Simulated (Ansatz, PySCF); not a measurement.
SiBr₂Cl₂, SMILES Cl[Si](Br)(Br)Cl. Atoms are numbered in the order given.

```xyz
5

Cl     0.0000    -1.6704    -1.6018
Si     0.0000     0.0000    -0.4105
Cl     0.0000     1.6704    -1.6018
Br     1.8106     0.0000     0.8601
Br    -1.8106     0.0000     0.8601
```

Geometry optimised at B3LYP-D3(BJ)/def2-SVP.

Vertical ionisation energy (IE) and electron affinity (EA) in eV. Rows of orbital energies are one-electron estimates. Where ΔSCF, EOM or ADC give a negative EA the extra electron is unbound and the value depends on the basis.

```
level                                                                         IE     EA
-------------------------------------------------------------------------  -----  -----
−ε(HOMO), −ε(LUMO), HF/def2-TZVP (PySCF)                                   11.79  -2.28
−ε(HOMO), −ε(LUMO), PBE/def2-TZVP (PySCF)                                   7.54   2.42
ΔSCF, CAM-B3LYP/def2-TZVPD (Ansatz), final states of multiplicity 2 and 2  11.07   0.08
ΔSCF, PBE/def2-TZVPD (Ansatz), final states of multiplicity 2 and 2        10.28   0.36
```

What vertical singlet–triplet gap does ΔSCF give with CAM-B3LYP/def2-TZVPD (Ansatz, a first-principles code) and with PBE/def2-TZVPD (Ansatz)? (Estimate from the structure and the level; the computed values follow.)

5.94 and 5.10 eV (triplet above singlet where positive).
